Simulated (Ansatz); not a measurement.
A geometry optimisation of CH8ClSi3+ with B3LYP/6-31G*

The starting geometry of this gas-phase singlet was optimised with GFN2-xTB.

| atom | x (Å) | y (Å) | z (Å) |
| --- | --- | --- | --- |
| C | -0.2704 | 0.6528 | -0.6784 |
| Cl | 1.9018 | -0.0558 | -2.4912 |
| Si | -0.2355 | 0.0911 | -2.5141 |
| Si | 1.5624 | 0.5647 | -0.1100 |
| Si | 2.9083 | 2.4904 | 0.1573 |
| H | -0.7275 | -1.2507 | -2.7759 |
| H | -0.5406 | 1.1243 | -3.4887 |
| H | -0.6779 | 1.6601 | -0.5846 |
| H | -0.9268 | 0.0262 | -0.0732 |
| H | 1.7813 | -0.8036 | 0.3690 |
| H | 2.3060 | 3.5382 | -0.6752 |
| H | 2.8441 | 2.8331 | 1.5777 |
| H | 4.2640 | 2.1658 | -0.2839 |

Q: Where would you expect an optimisation with B3LYP/6-31G* to take it?

A: It keeps its bonds.

The energy falls by 0.22 eV over 19 steps:

```tsv
step	E − E(last) (eV)
1	0.225
3	0.035
5	0.006
7	0.004
9	0.001
11	0.000
13	0.000
15	0.000
17	0.000
19	0.000
```

Final geometry (Å):

| atom | x (Å) | y (Å) | z (Å) |
| --- | --- | --- | --- |
| C | -0.2837 | 0.6924 | -0.6807 |
| Cl | 1.9306 | 0.0122 | -2.5427 |
| Si | -0.3076 | 0.0923 | -2.4598 |
| Si | 1.5760 | 0.5705 | -0.3189 |
| Si | 2.9004 | 2.4695 | 0.1657 |
| H | -0.7200 | -1.3001 | -2.6992 |
| H | -0.6706 | 1.0573 | -3.5102 |
| H | -0.6588 | 1.7182 | -0.5973 |
| H | -0.8710 | 0.0519 | -0.0134 |
| H | 1.9253 | -0.7216 | 0.3105 |
| H | 2.4320 | 3.5508 | -0.7306 |
| H | 2.6316 | 2.7635 | 1.5926 |
| H | 4.3049 | 2.0794 | -0.0870 |

Frequencies at the end are all real (lowest 42 cm⁻¹). Run with Ansatz 0.2.0, 34 s on 2 threads of Intel(R) Xeon(R) 6975P-C (Granite Rapids) (shared host).
